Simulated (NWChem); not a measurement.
Molecule: CH₃BBrClO; SMILES COB(Cl)Br

```xyz
8

B     -0.0975     0.6046     0.0000
Cl     1.1215     1.8836     0.0000
Br     0.5002    -1.2547     0.0000
O     -1.3791     0.9608     0.0000
C     -2.5343     0.1203     0.0000
H     -3.1204     0.3568     0.8916
H     -3.1204     0.3568    -0.8916
H     -2.2635    -0.9380     0.0000
```
Atoms are numbered in this order, from 1.

Results from NWChem. Structure relaxed at the B3LYP/6-31G* (spherical d) level. Vzz is the largest principal value of the second derivative of the potential at the nucleus (NWChem prints the opposite sign); η is the asymmetry. Non-relativistic.

```csv
level,Vzz B1 (a.u.),η B1,Vzz Cl2 (a.u.),η Cl2,Vzz Br3 (a.u.),η Br3,Vzz O4 (a.u.),η O4,relative time
Hartree-Fock/def2-SVP,0.291,0.50,2.185,0.36,4.429,0.27,1.488,0.06,1
Hartree-Fock/def2-TZVP,0.309,0.56,2.441,0.38,4.567,0.29,1.498,0.09,3
CAM-B3LYP/def2-SVP,0.240,0.51,2.220,0.38,4.637,0.26,1.427,0.14,5
CAM-B3LYP/def2-TZVP,0.266,0.57,2.423,0.41,4.782,0.28,1.445,0.16,50
```

Times are rough ratios from one shared machine.
